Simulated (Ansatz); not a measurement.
H5Al2Si, SMILES `[AlH2][Al-][SiH3]` (singlet; the order of the spin states depends on the level) (charge -1, multiplicity 1). This singlet lies 0.16 eV below the relaxed triplet at the level frozen-core CCSD(T)/aug-cc-pVDZ // B3LYP-D3(BJ)/def2-TZVPD (Ansatz, a first-principles code); other levels give the other order.

Method: BLYP/aug-cc-pVTZ // B3LYP-D3(BJ)/def2-TZVPD (Ansatz).

Ansatz 0.2 input:
```yaml
crystal:
  periodic: [false, false, false]
  atoms:
    - { symbol: Al, position_ang: [1.951401, 0.245876, -0.004579] }
    - { symbol: Al, position_ang: [0.48564, -1.908645, 0.180795] }
    - { symbol: Si, position_ang: [-1.509342, -0.347082, -0.185975] }
    - { symbol: H, position_ang: [2.700665, 0.857598, -1.322962] }
    - { symbol: H, position_ang: [2.507489, 1.099011, 1.27542] }
    - { symbol: H, position_ang: [-1.657281, 1.004611, 0.468477] }
    - { symbol: H, position_ang: [-1.600868, -0.021188, -1.656249] }
    - { symbol: H, position_ang: [-2.87771, -0.930183, 0.081579] }
basis:
  gaussian: { orbitals: aug-cc-pVTZ }
hamiltonian:
  xc: blyp
total_charge: -1
```

Output:

```
Functional definition: BLYP
1358 factors; their error is unknown
mean field evaluation 1: about -21151.1546 eV, gradient 2.1e1 eV
mean field evaluation 2: about -21151.6384 eV, gradient 1.7e1 eV
mean field evaluation 4: about -21153.2092 eV, gradient 2.2e0 eV
mean field evaluation 8: about -21153.2125 eV, gradient 1.6e-1 eV
mean field evaluation 16: about -21153.2126 eV, gradient 6.4e-5 eV
mean field -21153.21257250 eV, -777.3662238770 hartree, gradient 6.4e-5 eV, S^2 0.000000; 0 other end points of the search recorded, 0 dependent functions left out
reference -21153.21298995 eV, -777.3662392179 hartree; 23, 23 occupied and 242, 242 virtual orbitals, 1358 factors
Total energy: -21153.21298995 eV, -777.3662392179 hartree
```
